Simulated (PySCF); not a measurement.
K⁺: ionisation energy

K⁺ [Ar] (1S) → K²⁺ [Ne] 3s2 3p5 (2P), as a difference of total energies. Calculation: PySCF 2.14, in x2c-TZVPall (6s4p3d, 33 functions); scalar relativity by spin-free X2C-1e. Correlated levels: valence: [Ne] 3s2 frozen. The calculations carry no spin-orbit coupling.

| method | ionisation energy (eV) | difference from reference (eV) |
| --- | --- | --- |
| UHF | 30.490 | -1.135 |
| r2SCAN | 31.734 | +0.109 |
| M06-L | 31.778 | +0.153 |
| MP2 (valence) | 31.660 | +0.035 |
| SCS-MP2 (valence) | 31.596 | -0.029 |
| CCSD (valence) | 31.621 | -0.004 |
| CCSD(T) (valence) | 31.635 | +0.010 |

Reference: 31.625 eV (measured; NIST Atomic Spectra Database, ionization energies).

The reference lies between the lowest fine-structure levels, while these numbers refer to the centres of the terms.

Errors of the correlated levels include the incompleteness of this basis and the frozen core.
